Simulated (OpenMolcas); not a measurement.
# What dynamic correlation does to the levels of Nb2+

```
Program             : OpenMolcas
Basis               : ANO-RCC-VQZP [8s7p5d3f2g1h]
Scalar Hamiltonian  : DKH2, point nucleus
Active space        : 3 electrons in 10 orbitals (4d 5d)
State averaging     : 2S+1 = 4 even, 10 roots; 2S+1 = 2 even, 40 roots
Spin-orbit coupling : state interaction with AMFI integrals over the reference wave functions, term energies averaged over their components
```

Methods on the same reference wave functions:
A. CASSCF
B. SS-CASPT2, IPEA 0.25 Eh, imaginary shift 0.1 Eh (closed shells correlated: 4s 4p)
C. MS-CASPT2, IPEA 0.25 Eh, imaginary shift 0.1 Eh (closed shells correlated: 4s 4p)

Energies in cm-1 above 4d3 4F 3/2, the measured ground level; measured values from the list in Shadmi, J. Res. Natl. Bur. Stand. 70A, 435 (1966).

```tsv
Level	A	B	C	Measured
4d3 4F 3/2	0.0	0.0	0.0	0.0
4d3 4F 5/2	504	518	518	516
4d3 4F 7/2	1164	1182	1183	1177
4d3 4F 9/2	1948	1951	1952	1939
4d3 4P 1/2 [62 %]	11104	8640	8640	8664
4d3 2G 7/2	11802	9230	9230	9236
4d3 4P 5/2	11931	9880	9870	9594
4d3 2G 9/2	12363	9830	9830	9804
4d3 2P 1/2 [62 %]	15457	10040	10040	
4d3 2H 9/2	15577	13270	13280	12916
4d3 2H 11/2	15941	13660	13660	13264
4d3 2D 5/2(1)	17334	13480	13490	13094
4d3 2D 3/2(1) [59 %]	17410	13090	13050	
4d3 2F 7/2	25903	20700	20700	19861
4d3 2F 5/2	26153	20940	20940	19975
4d3 2D 5/2(2)	39874	33110	33100	
4d3 2D 3/2(2)	40120	33350	33390
```

Deviations, from unrounded energies. A percentage is the sum of absolute deviations over the sum of measured energies, with the sign that they share, or ± where signs differ.

```json
{"Against measurement": "mean absolute deviation (cm-1)", "Levels": "12", "A": "2600", "B": "280", "C": "280"}
{"Against measurement": "fine structure of the ground term (%)", "Levels": "3", "A": "±0.9", "B": "+0.5", "C": "+0.6"}
{"Against measurement": "other terms of the ground configuration (%)", "Levels": "9", "A": "+27.2", "B": "±2.8", "C": "±2.8"}
```

B, C lie about equally close to measurement and A furthest from it. The largest miss of B in the table is 4d3 2F 5/2, by +960 cm-1. The ranking rests on the paired levels alone, and a cruder setting can come out closer through cancelling errors.

Between B and C the level of the table that moves most is 4d3 2D 3/2(2), by 44 cm-1 (lowest in B, highest in C). Moves below CASPT2's spread within the term are not significant.

The two smallest mean deviations differ by little beside CASPT2's spread within terms, so their order carries little weight.

From A to B the spin-free energies of the other terms of 4d3 shown, above 4F, scale by factors of 0.60 to 0.84.

The lowest spin-free term lies below A's lowest term by 0.315 hartree in B, 0.315 hartree in C.

CASPT2 does not keep the components of a term degenerate, so their means are used; among the terms shown or strongly mixed into the levels shown the widest spread is 750 cm-1 (4d3 4F, C). Active for correlation alone: 5d; no level in the range computed is led by a configuration that fills it, so any true level of that kind is missing. Without dynamic correlation excited terms often stand tens of per cent too high (terms of higher spin than the ground term too low), and those without a measured partner can miss by more than the paired ones (holds for A). The CASPT2 spread within a term exceeds the gap to the next term for 4d3 2G and 4d3 4P, 4d3 2D(1) and 4d3 2H, so the order of their levels is uncertain (holds for C). Measured partners are found by configuration, term and J. A level has none where our copy of the source lacks it or the pairing is in doubt (some pairs that miss far off the trend of their configuration count as doubtful), and it then counts in no deviation. Only configurations of the active space appear. Levels that lie high or do not pair safely by name in every column are left out.

A share in square brackets marks a mixed level and gives the weight of the term that names it, the lowest over the columns. A number in round brackets counts repeated terms of one configuration in the order of the reference energies.
